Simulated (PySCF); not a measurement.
Compound: CH7B2N.
SMILES: `BN(B)C`

Computed with MP2 and CCSD/aug-cc-pVDZ in PySCF, restricted Hartree–Fock reference, 4 core orbitals frozen, non-relativistic, gas phase, PBE0-D3(BJ)/def2-SVP geometry.

E(HF) = -145.81592 Eh.

How large is the problem?

155 basis functions and 30 electrons; 4 orbitals frozen, which leaves o = 11 correlated occupied and v = 140 virtual orbitals. That is o·v = 1540 singles and o·v(o·v + 1)/2 = 1186570 distinct closed-shell doubles amplitudes before symmetry; the costliest CCSD step grows as o²v⁴ = 4.6 × 10^10.

What are the MP2 and CCSD correlation energies?

MP2 -0.5022 Eh and CCSD -0.5543 Eh, which gives totals of -146.31813 and -146.37018 Eh. That is 0.686 eV for each correlated electron at CCSD (1455 kJ/mol in all, 0.379 % of the total energy); MP2 gives 90.6 % of the CCSD value.

What is the T1 diagnostic?

0.0117, below the customary warning level of 0.02. It is the norm of the spatial-orbital singles amplitudes over the root of the number of correlated electrons, so the norm is 0.055.

How does correlation change the dipole moment?

HF gives 1.29 D and CCSD (unrelaxed density) 1.45 D, a change of +0.16 D.

Connected triples and the basis-set limit are missing.
